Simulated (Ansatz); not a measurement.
Cost and result up the ladder for the cluster Al₄O₆ (the lowest singlet isomer of a short search) (10 atoms). The state is a singlet with charge 0. Geometry: r2SCAN-D4/def2-SVP.

```xyz
10

Al    0.082    1.413    0.835
Al   -0.383   -1.223    1.028
Al   -1.154    0.118   -1.164
Al    1.454   -0.308   -0.700
O     1.160   -1.657    0.356
O     1.663    1.195    0.147
O     0.326   -0.205   -2.017
O    -1.663   -1.196   -0.147
O    -0.326    0.206    2.017
O    -1.160    1.657   -0.356
```

Ansatz on 4 threads of Arm Neoverse V2 on a shared host. Times are rough, and most runs start from the orbitals of an earlier one. ωB97M-V/def2-TZVP serves as the yardstick here, not as an exact answer. Differences are given only for rows in sets of like size (and for xTB, whose basis is part of the method), since another set adds its own error. Binding counts from free atoms at the same level (Al doublet, O triplet; other spins of the atoms weren't run), without zero-point energy or a counterpoise term.

HSE06 is defined as in plane-wave codes, on full-range PBE exchange. Correlated methods freeze 26 core orbitals. The rows differ in basis, and correlated rows in double-zeta sets carry the largest basis error. The structure comes from a short search, and lower isomers may exist.

Correlated methods converge slowly with the basis, most of all in double-zeta sets.

```json
{"level": "PBE-D4/def2-SVP", "functions": "156", "binding energy per atom (eV)": "5.12", "difference from ωB97M-V/def2-TZVP (eV)": "–"}
{"level": "PBE-D4/def2-TZVPD", "functions": "412", "binding energy per atom (eV)": "5.12", "difference from ωB97M-V/def2-TZVP (eV)": "0.08"}
{"level": "PBE0-D4/def2-TZVPD", "functions": "412", "binding energy per atom (eV)": "4.92", "difference from ωB97M-V/def2-TZVP (eV)": "-0.12"}
{"level": "PBE-D4/def2-TZVP (with forces)", "functions": "334", "binding energy per atom (eV)": "5.13", "difference from ωB97M-V/def2-TZVP (eV)": "0.08"}
{"level": "PBE0-D4/def2-SVP", "functions": "156", "binding energy per atom (eV)": "4.90", "difference from ωB97M-V/def2-TZVP (eV)": "–"}
{"level": "HF/def2-TZVP", "functions": "334", "binding energy per atom (eV)": "3.32", "difference from ωB97M-V/def2-TZVP (eV)": "-1.72"}
{"level": "r2SCAN-D4/def2-TZVP", "functions": "334", "binding energy per atom (eV)": "5.11", "difference from ωB97M-V/def2-TZVP (eV)": "0.06"}
{"level": "B97M-V/def2-TZVP", "functions": "334", "binding energy per atom (eV)": "5.03", "difference from ωB97M-V/def2-TZVP (eV)": "-0.02"}
{"level": "HSE06-D4/def2-TZVP", "functions": "334", "binding energy per atom (eV)": "4.93", "difference from ωB97M-V/def2-TZVP (eV)": "-0.12"}
{"level": "CAM-B3LYP-D4/def2-TZVP (with forces)", "functions": "334", "binding energy per atom (eV)": "5.00", "difference from ωB97M-V/def2-TZVP (eV)": "-0.04"}
{"level": "CCSD(T)/def2-SVP", "functions": "156", "binding energy per atom (eV)": "4.62", "difference from ωB97M-V/def2-TZVP (eV)": "–"}
{"level": "MP2/def2-TZVP", "functions": "334", "binding energy per atom (eV)": "5.21", "difference from ωB97M-V/def2-TZVP (eV)": "0.16"}
{"level": "ωB97M-V/def2-TZVP", "functions": "334", "binding energy per atom (eV)": "5.04", "difference from ωB97M-V/def2-TZVP (eV)": "0.00"}
{"level": "CAM-B3LYP-D4/def2-TZVPD", "functions": "412", "binding energy per atom (eV)": "5.00", "difference from ωB97M-V/def2-TZVP (eV)": "-0.04"}
```

Estimate how long each takes.

PBE-D4/def2-SVP 2.3 s; PBE0-D4/def2-SVP 2.9 s; PBE-D4/def2-TZVP (with forces) 6.5 s; HF/def2-TZVP 7 s; PBE-D4/def2-TZVPD 9 s; HSE06-D4/def2-TZVP 10 s; MP2/def2-TZVP 11 s; r2SCAN-D4/def2-TZVP 12 s; CAM-B3LYP-D4/def2-TZVP (with forces) 15 s; PBE0-D4/def2-TZVPD 16 s; B97M-V/def2-TZVP 20 s; CAM-B3LYP-D4/def2-TZVPD 21 s; ωB97M-V/def2-TZVP 24 s; CCSD(T)/def2-SVP 35 s. On shared hardware such times vary by a factor of up to 3.
